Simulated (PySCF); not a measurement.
Identify the unknown among the candidates.

All candidates are C6H8OSSi.

- 1H NMR: chemical shifts (computed TMS as zero) by class: 7.40 (1 H), 6.62 (1 H), 6.28 (1 H), 6.14 (1 H), 5.45 (1 H), 4.80 (3 H) ppm [GIAO PBE0/pcSseg-1]
- 13C NMR: chemical shifts (computed TMS as zero) by class: 160.1 (1 C), 144.7 (1 C), 132.2 (1 C), 125.6 (1 C), 119.1 (1 C), 116.1 (1 C) ppm [GIAO PBE0/pcSseg-1]
- Dipole: 1.72 D [PBE0/pcSseg-1]
- Rotational structure: rotational constants A, B, C: 3.072, 0.589, 0.497 GHz [GFN2-xTB]
- NMR, other nuclei: isotropic shieldings of nuclei other than C and H, by class: 47 (1 O), 409 (1 Si), 675 (1 S) ppm [GIAO PBE0/pcSseg-1]

The electronic properties come from PySCF, for the isolated species, density fitting. Levels stand in brackets. One conformer (not necessarily the lowest) at the GFN2-xTB geometry, without solvent, vibrations or thermal averaging. Each NMR value is the plain mean over a class of atoms that symmetry, rotation or inversion makes alike.

Question: Which candidate is it?
A. `C#CC(=C)[SiH2]OC(C)=S`
B. `C#CC(=C=S)[SiH2]OCC`
C. `C=Cc1cc(S[SiH3])co1`
D. `C#CC(=C=S)[SiH2]COC`

Answer: C. It is `C=Cc1cc(S[SiH3])co1`. Numbering: `[CH2:1]=[CH:2][c:3]1[cH:4][c:5]([S:6][SiH3:7])[cH:8][o:9]1`. Its formula, C6H8OSSi, gives 4 degrees of unsaturation: 1 ring and 3 π bonds in the structure found (Kekulé form). 6 carbons fall into 6 classes; from least to most shielded: substituted aromatic carbon [C3] (160.1 ppm), aromatic CH next to a ring oxygen [C8] (144.7 ppm), alkene CH carbon [C2] (132.2 ppm), substituted aromatic carbon [C5] (125.6 ppm), terminal =CH2 carbon [C1] (119.1 ppm), aromatic CH carbon [C4] (116.1 ppm). Hydrogen classes from least to most shielded: 1 H on an aromatic CH next to a ring oxygen, C8 (7.40 ppm), 1 H on an alkene CH carbon, C2 (6.62 ppm), 1 H on an aromatic CH carbon, C4 (6.28 ppm), 1 H on a terminal =CH2 carbon, C1 (6.14 ppm), 1 H on a terminal =CH2 carbon, C1 (5.45 ppm), 3 H on an SiH3 silicon, Si7 (4.80 ppm). The other shieldings belong to: 47 ppm, furan-type oxygen [O9]; 409 ppm, SiH3 silicon [Si7]; 675 ppm, sulfur bonded to C and Si [S6]. By its constants the optimised geometry is an asymmetric top.

The others, at the same levels:
- `C#CC(=C=S)[SiH2]OCC` fails: its computed 13C shifts are 251.6 (1 C), 92.3 (1 C), 71.6 (1 C), 63.2 (1 C), 47.1 (1 C), 19.9 (1 C) ppm, 1H shifts are 5.19 (2 H), 4.04 (2 H), 2.58 (1 H), 1.34 (3 H) ppm and rotational constant A is 1.448 GHz (against 3.072 GHz).
- `C#CC(=C=S)[SiH2]COC` fails: its computed 13C shifts are 253.0 (1 C), 93.6 (1 C), 72.8 (1 C), 64.9 (1 C), 63.3 (1 C), 45.1 (1 C) ppm, 1H shifts are 4.68 (2 H), 3.38 (3 H), 3.27 (2 H), 2.73 (1 H) ppm and rotational constant A is 1.497 GHz (against 3.072 GHz).
- `C#CC(=C)[SiH2]OC(C)=S` fails: its computed 13C shifts are 233.9 (1 C), 149.7 (1 C), 133.0 (1 C), 93.4 (1 C), 87.6 (1 C), 36.7 (1 C) ppm, 1H shifts are 6.84 (1 H), 6.16 (1 H), 5.27 (2 H), 3.10 (1 H), 2.88 (3 H) ppm and rotational constant A is 2.167 GHz (against 3.072 GHz).

Each candidate is one conformer, not necessarily the lowest. The conformers computed, where there is a choice (atom-mapped SMILES and torsion angles):
- `[CH2:1]=[CH:2][c:3]1[cH:4][c:5]([S:6][SiH3:7])[cH:8][o:9]1`: C1–C2–C3–C4 179°, C4–C5–S6–Si7 -1°
- `[CH:1]#[C:2][C:3](=[C:4]=[S:5])[SiH2:6][O:7][CH2:8][CH3:9]`: C2–C3–Si6–O7 -172°, C3–Si6–O7–C8 177°, Si6–O7–C8–C9 -173°
- `[CH:1]#[C:2][C:3](=[C:4]=[S:5])[SiH2:6][CH2:7][O:8][CH3:9]`: C2–C3–Si6–C7 178°, C3–Si6–C7–O8 63°, Si6–C7–O8–C9 -175°
- `[CH:1]#[C:2][C:3](=[CH2:4])[SiH2:5][O:6][C:7]([CH3:8])=[S:9]`: C2–C3–Si5–O6 -20°, C3–Si5–O6–C7 176°, Si5–O6–C7–C8 179°
